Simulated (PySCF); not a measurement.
Ga(SH)3 (GaH₃S₃), SMILES [SH][Ga]([SH])[SH].

Geometry: PBE-D3(BJ)/def2-SVP. The structure was generated by enumeration; whether it is a known compound was not checked. One conformer was computed; it need not be the lowest.

The numbers are results of TDDFT-LC-ωPBE/def2-SVPD (PySCF 2.14.0), not measurements.

Vertical excitations. Gas-phase values at a fixed geometry. State labels are in the subgroup Cs.

```csv
state,symmetry,energy (eV),λ (nm),f,main pairs
S1,A",5.75,216,0.000,"HOMO−1→LUMO 45 %, HOMO−1→LUMO+2 43 %"
S2,A",5.81,214,0.000,"HOMO→LUMO 50 %, HOMO→LUMO+2 33 %"
S3,A",6.39,194,0.000,"HOMO−1→LUMO 30 %, HOMO−1→LUMO+2 26 %, HOMO−2→LUMO+4 6 %"
S4,A",6.42,193,0.001,"HOMO→LUMO+2 27 %, HOMO→LUMO 20 %, HOMO−2→LUMO+2 8 %, HOMO−1→LUMO+4 6 %"
S5,A',6.43,193,0.011,HOMO−1→LUMO+1 78 %
S6,A',6.43,193,0.048,HOMO→LUMO+1 85 %
S7,A",6.54,190,0.013,"HOMO−2→LUMO+2 38 %, HOMO−2→LUMO 18 %, HOMO→LUMO+14 10 %"
S8,A",6.90,180,0.133,"HOMO−2→LUMO 45 %, HOMO→LUMO+3 16 %, HOMO−1→LUMO+4 14 %"
S9,A",7.19,172,0.001,HOMO−3→LUMO+1 95 %
S10,A",7.36,168,0.000,HOMO−4→LUMO+1 94 %
T1,A",5.35,232,0,"HOMO−1→LUMO 43 %, HOMO−1→LUMO+2 42 %"
T2,A",5.42,229,0,"HOMO→LUMO 47 %, HOMO→LUMO+2 30 %"
T3,A',5.77,215,0,HOMO→LUMO+1 91 %
T4,A',5.82,213,0,HOMO−1→LUMO+1 79 %
```
Triplets are in the Tamm–Dancoff approximation, which puts them higher than full response would, so one can lie above its singlet here.
